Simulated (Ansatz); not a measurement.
Cost and result up the ladder for TeSe2 (the lowest singlet isomer of a short search) (3 atoms). The state is a singlet with charge 0. Geometry: B3LYP-D4/def2-TZVP.

Cartesian coordinates in Å:
```
Se 1.3784 0.0116 0.3165
Se -0.7936 0.9299 0.7112
Te -0.5848 -0.9415 -1.0278
```

Ansatz on 4 threads of Arm Neoverse V1 on a shared host. Times are rough, and most runs start from the orbitals of an earlier one. PBE0-D4/def2-TZVPD serves as the yardstick here, not as an exact answer. Differences are given only for rows in sets of like size (and for xTB, whose basis is part of the method), since another set adds its own error. Binding counts from free atoms at the same level (Se triplet, Te triplet; other spins of the atoms weren't run), without zero-point energy or a counterpoise term.

In the def2 sets Te takes a core potential; there is no spin–orbit coupling. B3LYP takes the VWN-RPA correlation. Correlated methods freeze 22 core orbitals; core or outer-core shells of Se, Te are correlated, in sets that lack core-valence functions. The structure comes from a short search, and lower isomers may exist.

Correlated methods converge slowly with the basis.

| level | functions | wall time | binding energy per atom (eV) | difference from PBE0-D4/def2-TZVPD (eV) |
| --- | --- | --- | --- | --- |
| PBE-D4/def2-SVP | 90 | 0.65 s | 2.05 | – |
| LDA (SPW92)/def2-TZVP | 146 | 0.75 s | 2.59 | 0.67 |
| PBE-D4/def2-TZVP | 146 | 1.1 s | 2.11 | 0.19 |
| B3LYP-D4/def2-TZVP | 146 | 1.8 s | 1.86 | -0.06 |
| HF/def2-TZVP | 146 | 1.8 s | 0.48 | -1.44 |
| PBE0-D4/def2-TZVP | 146 | 1.9 s | 1.92 | -0.01 |
| MP2/def2-TZVP | 146 | 1.9 s | 1.87 | -0.06 |
| RPA@PBE/def2-TZVP | 146 | 2.7 s | 1.60 | -0.33 |
| PBE0-D4/def2-TZVPD | 173 | 2.8 s | 1.92 | 0.00 |
| r2SCAN-D4/def2-TZVP (with forces) | 146 | 2.9 s | 1.90 | -0.02 |
| B2PLYP/def2-TZVP | 146 | 3.3 s | 1.80 | -0.12 |
| r2SCAN-D4/def2-TZVPD | 173 | 3.4 s | 1.91 | -0.01 |
| PBE-QIDH/def2-TZVP | 146 | 3.4 s | 1.82 | -0.11 |
| CCSD(T)/def2-TZVPP | 146 | 8.5 s | 1.72 | -0.20 |
